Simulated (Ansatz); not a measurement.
B3F3, relaxed as a singlet with RKS PBE0-D4/def2-SVP in Ansatz, starting from the GFN1-xTB geometry. Force threshold 0.02 eV/Å.

The structure comes from a short search, and lower isomers may exist.

Start:

```xyz
6

B    -0.084    0.373   -0.864
B     0.543   -0.620    0.474
B    -0.313    0.692    0.667
F    -0.588   -0.343   -1.860
F     0.040    1.818    1.334
F     0.402   -1.920    0.250
```

```json
{"step": "1", "energy (eV)": "-10161.2577", "largest force component (eV/Å)": "3.155", "SCF passes": "16"}
{"step": "2", "energy (eV)": "-10161.5658", "largest force component (eV/Å)": "1.300", "SCF passes": "24"}
{"step": "3", "energy (eV)": "-10161.6904", "largest force component (eV/Å)": "0.770", "SCF passes": "26"}
{"step": "4", "energy (eV)": "-10161.7252", "largest force component (eV/Å)": "0.531", "SCF passes": "28"}
{"step": "5", "energy (eV)": "-10161.7722", "largest force component (eV/Å)": "0.262", "SCF passes": "26"}
{"step": "6", "energy (eV)": "-10161.7840", "largest force component (eV/Å)": "0.622", "SCF passes": "26"}
{"step": "7", "energy (eV)": "-10161.7910", "largest force component (eV/Å)": "0.458", "SCF passes": "25"}
{"step": "8", "energy (eV)": "-10161.8017", "largest force component (eV/Å)": "0.175", "SCF passes": "26"}
{"step": "9", "energy (eV)": "-10161.8043", "largest force component (eV/Å)": "0.048", "SCF passes": "27"}
{"step": "10", "energy (eV)": "-10161.8044", "largest force component (eV/Å)": "0.005", "SCF passes": "18"}
```

Force components are those of the run's own axes.

End:

```csv
atom,x (Å),y (Å),z (Å)
B1,-0.371,0.404,-0.939
B2,0.375,-0.784,0.653
B3,-0.008,0.728,0.547
F4,-0.588,-0.122,-2.090
F5,-0.021,1.807,1.359
F6,0.612,-2.033,0.470
```

Bonds lost: B1–B2 (atoms count from 1). The end is the same structure that another start reached.

No frequencies were taken in this run, so the end may be a saddle point.

It took 8.5 s on 4 threads of Intel Xeon Platinum 8259CL on a shared host.
